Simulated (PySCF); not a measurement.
Predicted microwave data (PBE0/pcSseg-1 in PySCF (dipole) on a GFN2-xTB geometry, gas phase) for one isomer of C9H10:

```
Rotational constants : A = 3539, B = 1269, C = 1034 MHz
Dipole components    : |μa| = 0.07 D, |μb| = 0.01 D, |μc| = 0.12 D
Inertial defect      : -52.10 u·Å²
κ                    : -0.81
```

Question: Which candidate fits, each taken in the one conformer that was computed?
A. `[CH2:1]=[CH:2]/[CH:3]=[C:4]1[CH:5]=[CH:6][C:7]\1=[CH:8]\[CH3:9]` with C1–C2–C3–C4 180°
B. `[CH2:1]=[CH:2][CH:3]1[CH:4]=[CH:5][CH:6]=[CH:7][CH:8]=[CH:9]1` with C1–C2–C3–C4 56°, C2–C3–C4–C5 166°, C4–C5–C6–C7 34°, C6–C7–C8–C9 -34°, C2–C3–C9–C8 -166°
C. `C#C/C(C)=C1/CCC1=C`
D. `[CH3:1][C:2]#[C:3][C@@H:4]1[CH:5]=[C:6]1[CH:7]1[CH2:8][CH2:9]1` with C5–C6–C7–C8 -34°

Answer: B. It is C=CC1C=CC=CC=C1, an asymmetric top. The candidates at the same level (rigid rotor, commonest isotopes):

| SMILES | A (MHz) | B (MHz) | C (MHz) | μa (D) | μb (D) | μc (D) | Δ (u·Å²) | point group | rotor |
| --- | --- | --- | --- | --- | --- | --- | --- | --- | --- |
| C=C/C=C1C=CC\1=C\C | 2621 | 1050 | 753.0 | 0.61 | 0.14 | 0.00 | -3.12 | Cs | asymmetric top |
| CC#C[C@@H]1C=C1C1CC1 | 3898 | 726.4 | 658.2 | 1.14 | 0.83 | 0.26 | -57.55 | C1 | near-prolate asymmetric top |
| C#C/C(C)=C1/CCC1=C | 2452 | 1408 | 909.7 | 0.52 | 0.69 | 0.01 | -9.46 | – | asymmetric top |
| C=CC1C=CC=CC=C1 | 3539 | 1269 | 1034 | 0.07 | 0.01 | 0.12 | -52.10 | – | asymmetric top |

`C=C/C=C1C=CC\1=C\C` has C 27 % too low; `CC#C[C@@H]1C=C1C1CC1` has B 43 % too low; `C#C/C(C)=C1/CCC1=C` has A 31 % too low. No structure here is proved a minimum.
